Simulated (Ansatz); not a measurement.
Cost and result up the ladder for `Sc1ccc(-c2ccc(-c3ccc(-c4ccc(S)s4)s3)s2)s1` (32 atoms). Charge 0, multiplicity 1. Geometry: PBE-D4/def2-SVP.

```xyz
32

S    -4.900    7.319    0.933
C    -4.282    5.682    0.730
C    -4.993    4.564    0.312
C    -4.179    3.414    0.145
C    -2.831    3.638    0.435
C    -1.730    2.706    0.409
C    -0.407    2.890    0.816
C     0.401    1.742    0.645
C    -0.284    0.652    0.102
C     0.203   -0.666   -0.211
C    -0.479   -1.758   -0.750
C     0.332   -2.903   -0.923
C     1.657   -2.715   -0.522
C     2.760   -3.641   -0.549
C     4.077   -3.470   -0.129
C     4.894   -4.617   -0.312
C     4.205   -5.683   -0.877
S     4.756   -7.303   -1.297
S     2.536   -5.267   -1.184
S     1.883   -1.083    0.078
S    -1.958    1.078   -0.199
S    -2.577    5.313    0.883
H    -4.721    7.416    2.287
H    -6.079    4.588    0.150
H    -4.562    2.430   -0.157
H    -0.044    3.839    1.235
H     1.466    1.697    0.911
H    -1.547   -1.719   -1.009
H    -0.032   -3.856   -1.332
H     4.440   -2.527    0.305
H     5.956   -4.666   -0.038
H     6.039   -7.095   -0.889
```

Ansatz on 2 threads of AMD EPYC 7R13 on a shared host and a share (18 GiB) of an NVIDIA H100 80GB HBM3. Times are rough, and most runs start from the orbitals of an earlier one. PBE0-D4/def2-TZVP serves as the yardstick here, not as an exact answer. Differences are given only for rows in sets of like size (and for xTB, whose basis is part of the method), since another set adds its own error. Binding counts from free atoms at the same level (S triplet, C triplet, H doublet; other spins of the atoms weren't run), without zero-point energy or a counterpoise term.

Single mean-field runs in def2-TZVP are fitted with def2-universal-jkfit.

```tsv
level	functions	binding energy per atom (eV)	difference from PBE0-D4/def2-TZVP (eV)
r2SCAN-D4/def2-TZVP (with forces)	778	4.97	-0.05
PBE-D4/def2-SVP	382	5.22	–
PBE0-D4/def2-SVP	382	5.07	–
PBE0-D4/def2-TZVP	778	5.02	0.00
PBE-D4/def2-TZVP (with forces)	778	5.16	0.14
```

(1) Estimate how long each takes.

Results:

(1) PBE0-D4/def2-SVP 4.8 s; PBE-D4/def2-SVP 7 s; r2SCAN-D4/def2-TZVP (with forces) 8 s; PBE-D4/def2-TZVP (with forces) 8.5 s; PBE0-D4/def2-TZVP 9 s. On shared hardware such times vary by a factor of up to 3.
